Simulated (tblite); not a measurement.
Species: C₆H₁₄N₂Si.
Cartesian coordinates in Å at the GFN2-xTB level; atoms count from 1:
```xyz
23
C6H14N2Si angstrom
C      3.4938    0.0946   -0.0463
C      2.3808    0.6978    0.3270
C      1.1474   -0.0133    0.7833
N     -0.0238    0.5424    0.1054
C     -0.1053    0.1709   -1.2996
C     -0.8817   -1.1639   -1.3452
C     -1.5309   -1.2312    0.0501
N     -1.2244    0.0472    0.6733
Si    -2.3809    1.2445    1.1140
H      3.5863   -0.9801   -0.0422
H      4.3649    0.6441   -0.3599
H      2.2986    1.7758    0.3130
H      1.2559   -1.0980    0.6350
H      0.9943    0.1748    1.8511
H      0.8909    0.1042   -1.7356
H     -0.6675    0.9544   -1.8151
H     -1.6276   -1.1582   -2.1374
H     -0.2104   -2.0056   -1.5106
H     -1.0965   -2.0446    0.6451
H     -2.6082   -1.3804    0.0066
H     -1.6079    2.2149    1.8794
H     -3.0813    1.9193    0.0084
H     -3.3712    0.5174    1.9103
```

Computed values, GFN2-xTB/tblite, gas phase, harmonic and unscaled. The method is semi-empirical: single wavenumbers can be off by several per cent or more. Modes of hydrogen on silicon can be 10 to 20 % off. One conformer, not necessarily the lowest.

Harmonic wavenumbers (cm⁻¹): 49.7, 55.6, 68.1, 90.9, 110.3, 157.3, 192.7, 251.5, 381.3, 388.6, 448.8, 534.2, 591.0, 602.2, 615.2, 687.8, 741.4, 775.1, 812.5, 819.8, 842.3, 893.3, 906.6, 927.0, 932.5, 965.7, 992.0, 1024.8, 1043.4, 1057.1, 1081.5, 1112.9, 1143.7, 1153.0, 1194.5, 1211.0, 1224.4, 1245.6, 1263.1, 1272.5, 1289.0, 1297.5, 1317.4, 1417.0, 1460.6, 1473.5, 1489.8, 1506.0, 1716.9, 2165.4, 2248.4, 2302.9, 2861.9, 2891.7, 2945.5, 2953.6, 2997.1, 3002.1, 3007.6, 3018.2, 3071.6, 3092.2, 3123.6.

A = 2349, B = 879.0, C = 731.6 MHz; mass 142.093 u (most abundant isotopes); point group C1, symmetry number 1.

Task: What is the zero-point energy?

Result: Half the sum of the wavenumbers: 41255 cm⁻¹ = 117.95 kcal/mol.

Task: What is S at 298.15 K and 1 bar for an ideal gas of classical rigid rotors and harmonic oscillators?

Result: Translation 40.79, rotation 29.74, vibration 34.75: S = 105.3 cal/(mol K).

Task: And Cp and H(298.15 K) − H(0)?

Result: Cp = 42.81 cal/(mol K), of which vibrations give 34.86 (their classical limit is 63 R = 125.2); H(298.15 K) − H(0) = 7.60 kcal/mol without the zero-point energy, 5.23 from vibrations.

Task: How do the functions run with temperature in this model?

Result: 
```
 T (K)  S (cal/(mol K))  Cp (cal/(mol K))  H − H(0) (kcal/mol)  G − H(0) (kcal/mol)  ln q(vib)
    50             61.1              15.5                 0.56                -2.50       0.79
   100             73.6              20.8                 1.48                -5.89       2.50
373.15            115.9              52.5                11.18               -32.09      10.88
   500            133.4              66.8                18.78               -47.91      14.65
   750            164.6              86.8                38.18               -85.25      22.01
  1000            191.4              99.6                61.59              -129.83      29.00
```

q(vib) and H(0) count from the zero-point level.

Task: What must be added to the electronic energy to get the Gibbs energy at 298.15 K and 1 bar?

Result: ZPE + [H(298.15 K) − H(0)] − T·S = 117.95 + 7.60 − 31.39 = 94.16 kcal/mol.

Task: Blend soft modes into free rotors: weight 1/[1 + (100 cm⁻¹/ν̃)⁴] for the oscillator and the rest for a rotor with moment μB/(μ + B), μ = h/(8π²ν), B = 10⁻⁴⁴ kg m². What vibrational entropy results?

Result: 31.05 cal/(mol K) in place of 34.75, which changes −T·S at 298.15 K by +1.10 kcal/mol.

Task: Which modes carry the vibrational entropy at 298.15 K?

Result: 49.7 cm⁻¹: 4.83; 55.6 cm⁻¹: 4.61; 68.1 cm⁻¹: 4.21; 90.9 cm⁻¹: 3.64; 110.3 cm⁻¹: 3.26; 157.3 cm⁻¹: 2.58 cal/(mol K); the other 57 give 11.62 together.

Hindered rotation and anharmonicity are outside this model. Other conformers, if any are populated, would add a mixing term that is left out. The structure is chiral; the term R ln 2 for an equal mix with its mirror image is left out.
